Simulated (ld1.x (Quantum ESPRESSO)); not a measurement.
## u(r) = r·R(r): atom against pseudo-atom (rubidium)

Columns: radius, all-electron u(r) and pseudo u(r) of the 4s shell (level -32.34 eV) of rubidium in the configuration [Ar] 3d10 4s2 4p6 5s0.75 5p0.25; PW91, scalar-relativistic, TM scheme, ld1.x (Quantum ESPRESSO) 7.5.

| r (bohr) | all-electron | pseudo |
| --- | --- | --- |
| 0.130 | -0.2976 | -0.0783 |
| 0.260 | 0.2337 | -0.1604 |
| 0.390 | 0.4818 | -0.2503 |
| 0.520 | 0.2749 | -0.3514 |
| 0.650 | -0.0954 | -0.4652 |
| 0.780 | -0.4437 | -0.5892 |
| 0.910 | -0.7010 | -0.7142 |
| 1.040 | -0.8592 | -0.8239 |
| 1.170 | -0.9333 | -0.8990 |
| 1.300 | -0.9440 | -0.9264 |
| 1.430 | -0.9108 | -0.9057 |
| 1.560 | -0.8502 | -0.8497 |
| 1.690 | -0.7749 | -0.7749 |
| 1.820 | -0.6935 | -0.6935 |
| 1.950 | -0.6121 | -0.6121 |
| 2.080 | -0.5343 | -0.5343 |
| 2.210 | -0.4624 | -0.4624 |
| 2.340 | -0.3972 | -0.3972 |
| 2.470 | -0.3392 | -0.3392 |
| 2.600 | -0.2883 | -0.2883 |
| 2.730 | -0.2441 | -0.2441 |
| 2.860 | -0.2059 | -0.2059 |
| 2.990 | -0.1732 | -0.1732 |
| 3.120 | -0.1453 | -0.1453 |
| 3.250 | -0.1217 | -0.1217 |
| 3.380 | -0.1017 | -0.1017 |

Task: How many radial nodes do the two functions have?

Result: The all-electron 4s function has n − l − 1 = 3 (the table is too coarse to show those close to the nucleus); the pseudo-wave has 0, since the states of the same l below it are removed with the core.

Task: At about which radius was the pseudo-wave matched?

Result: 1.75 bohr. The columns agree to 0.0005 from 1.56 bohr on; several derivatives are matched, so the curves merge somewhat inside the radius.

Task: Where does each function peak?

Result: Outermost all-electron maximum near 1.30 bohr, pseudo maximum near 1.30 bohr (to the table’s step).

Task: Is the pseudo-wave norm-conserving?

Result: Yes: the TM scheme keeps the norm inside the radius equal to the all-electron one, which fixes the energy derivative of the logarithmic derivative at the level.
